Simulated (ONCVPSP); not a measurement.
H (Z = 1): one change to an ONCV potential, before and after

| Quantity | Value |
| --- | --- |
| Element | H |
| Generator | ONCVPSP 4.0.1 |
| Type | optimised norm-conserving Vanderbilt (ONCV) |
| Functional | PBE |
| Relativity | scalar-relativistic |
| Frozen core | none |
| Valence charge | 1 |
| Reference configuration | 1s0.5 (charge +0.5) |
| Partial waves | 1s: rc 0.85 bohr, ncon 4, nbas 8, qcut 6.6 1/bohr, 3 projectors, debl 2.7 Ha; p scattering state at 0.3 Ha: rc 0.95 bohr, ncon 4, nbas 7, qcut 7.6 1/bohr, 2 projectors, debl 3.4 Ha |
| Local potential | polynomial inside 0.85 bohr (lpopt 5, dvloc0 4 Ha) |
| Core correction | none |

Change: s: qcut 8.6; p: qcut 9.9.

Cutoffs: the cutoffs (Ha) at which the residual kinetic energy of the hardest occupied pseudo-wave falls to 1 and 0.1 mHa per electron; they do not see the model core or the augmentation charge, which bear on the density cutoff. Errors are all-electron minus pseudo energies relative to the spin-unpolarised reference configuration.

Task: Predict the effect on cutoff, ghosts and configuration errors.

Result: The potential gets neither clearly harder nor softer (21 Ha and 121 Ha → 23 Ha and 35 Ha); neither file shows a bound ghost.

```tsv
quantity	base	changed
cutoff, loose	21 Ha	23 Ha
cutoff, tight	121 Ha	35 Ha
bound ghosts	none	none
GHOST(+) flags under 300 eV	none	none
error for 1s1, meV [ΔE -4.76 eV]	+0.7	+0.5
s: phases at 0.86 bohr within 0.05 rad from the reference energy up to (Ha; the scan ends near 5)	to the end of the scan	to the end of the scan
p: phases at 0.96 bohr within 0.05 rad from the reference energy up to (Ha; the scan ends near 5)	to the end of the scan	to the end of the scan
```
